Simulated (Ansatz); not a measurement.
Harmonic frequencies (cm⁻¹) at PBE0-D4/def2-TZVP from Ansatz: 78, 188, 190, 298, 336, 444, 449, 530, 695, 766, 915, 1034, 1048, 1096, 1235, 1251, 1313, 1351, 1454, 1499, 1504, 1640, 3083, 3170, 3188, 3499, 3568.

Each molecule was computed in one conformer, which needn't be the lowest.

(1) Which molecule is it?
A. `[NH3+][In-]([OH])([OH])[OH]`
B. `C[NH2+][B-](F)(F)F`
C. `C[B-]([SH2+])(Cl)Cl`
D. `C[B-]([PH3+])(Cl)Cl`

Results:

(1) B.
